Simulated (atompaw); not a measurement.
**neodymium: one change to a PAW (atompaw) potential, before and after**

```
Element                 : neodymium (Nd)
Generator               : atompaw 4.2.0.5
Type                    : PAW
Functional              : PBE
Relativity              : scalar-relativistic
Frozen core             : [Xe]
Valence charge          : 6
Reference configuration : 4f4 5d0 6s0 6p0 (charge +2)
Partial waves           : 6s (bound, empty): rc 3.00 bohr; 6s channel at 1.7 Ry: rc 3.00 bohr; 6p (bound, empty): rc 3.00 bohr; 6p channel at 0.05 Ry: rc 3.00 bohr; 5d (bound, empty): rc 3.00 bohr; 5d channel at -0.6 Ry: rc 3.00 bohr; 4f (bound): rc 1.95 bohr; 4f channel at -0.2 Ry: rc 1.95 bohr
Local potential         : bessel scheme, radius 2.80 bohr
Core correction         : smooth core density matched at 1.95 bohr
Augmentation charge     : sinc compensation charge, radius 2.35 bohr; PAW radius 3.00 bohr; waves and projectors: custom polynom2 7 10 vanderbiltortho
```

Change: local potential bessel scheme, radius 1.40 bohr.

Cutoffs: the cutoffs (Ry, on a coarse ladder) from which the occupation-weighted sum of valence levels, in a spherical-Bessel basis at the reference potential, stays within 10 and 1 mRy of its value at 400 Ry; they do not see the model core or the augmentation charge, which bear on the density cutoff.

Problem. What does the change do?

Solution. The potential gets neither clearly harder nor softer (25 Ry and 120 Ry → 25 Ry and 120 Ry); the bound ghosts move from p to p, s; the range in which the s phases agree widens (upper end 1.3 → 2.9); the range in which the p phases agree narrows (upper end 4.3 → 2.2). A state that the projectors do not describe sees the local part alone, so a deeper or shallower local part can create or remove a ghost.

| quantity | base | changed |
| --- | --- | --- |
| cutoff, loose | 25 Ry | 25 Ry |
| cutoff, tight | 120 Ry | 120 Ry |
| bound ghosts | p | s, p |
| s: phases at 3.01 bohr within 0.05 rad from the reference energy up to (Ry; the scan ends near 5) | 1.3 | 2.9 |
| p: phases at 3.01 bohr within 0.05 rad from the reference energy up to (Ry; the scan ends near 5) | 4.3 | 2.2 |
| d: phases at 3.01 bohr within 0.05 rad from the reference energy up to (Ry; the scan ends near 5) | 1.6 | 1.8 |
| f: phases at 3.01 bohr within 0.05 rad from the reference energy up to (Ry; the scan ends near 5) | 0.6 | 3.7 |
| lowest overlap eigenvalue by channel | s 0.39, p 0.72, d 0.89, f 1.00 | s 0.32, p 0.72, d 0.89, f 0.98 |

 A true bound ghost makes a file unfit for plane-wave use even where its test errors are small: the radial tests pick states by their node count and pass the ghost by. The cutoffs see the waves, projectors and local potential, not the compensation charge or the core.
